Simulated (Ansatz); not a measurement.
`[F][Zn][Br]` + H₂ → `[F][ZnH]` + HBr at 600 K and 1 bar (hydrogenolysis of a Zn–Br bond).

Computed with Ansatz on PBE0-D4/def2-TZVP structures; ΔE is electronic, products minus reactants. CBS: MP2 limit from def2 TZ/QZ plus the TZ coupled-cluster correction, frozen cores. This one scheme is used for every species. For Br, Zn outer-core shells are correlated without core-valence functions, which leaves a few kJ/mol of doubt a bond. Scalar relativity is left out up to krypton.

```
      species  CCSD(T)/CBS energy (Eh)  H − E (kJ/mol)  S (J/(mol·K))
`[F][Zn][Br]`              -4451.58211            38.8          323.2
           H₂                 -1.17544            43.9          150.8
   `[F][ZnH]`              -1878.79355            46.7          267.2
          HBr              -2573.91920            33.5          219.1
```

H − E and S are ideal-gas, rigid-rotor, harmonic terms from PBE0-D4/def2-TZVP. The MP2-based limit puts H₂ 0.8 mEh under its directly extrapolated value; such offsets cancel only in part. 1 Eh = 2625.50 kJ/mol, R = 8.31446 J/(mol·K).

Task: By hand: ΔE, ΔH, ΔS and ΔG.

Result: ΔE = (-1878.79355) + (-2573.91920) − (-4451.58211) − (-1.17544) = 0.04480 Eh = 117.6 kJ/mol. Δ(H − E) = 46.7 + 33.5 − 38.8 − 43.9 = -2.5, so ΔH = 115.1 kJ/mol. ΔS = 267.2 + 219.1 − 323.2 − 150.8 = 12.3 J/(mol·K). ΔG = 115.1 − 600 × (12.3)/1000 = 107.7 kJ/mol.

Task: By hand: the equilibrium constant, and the temperature at which ΔG would vanish if ΔH and ΔS stayed fixed.

Result: log₁₀ K = −ΔG/(RT ln 10) = -9.4. ΔG = 0 at ΔH/ΔS = 9358 K, far beyond where these terms or the molecules hold.

The number of gas molecules stays the same, so ΔS is small and ΔH decides. A doubt of 5 kJ/mol in ΔE shifts log₁₀ K by 0.4 here. These are equilibria of isolated gas molecules and say nothing of rates. Largest T1 diagnostic: 0.018 (customary marks: 0.02 for closed shells, 0.045 for open ones).
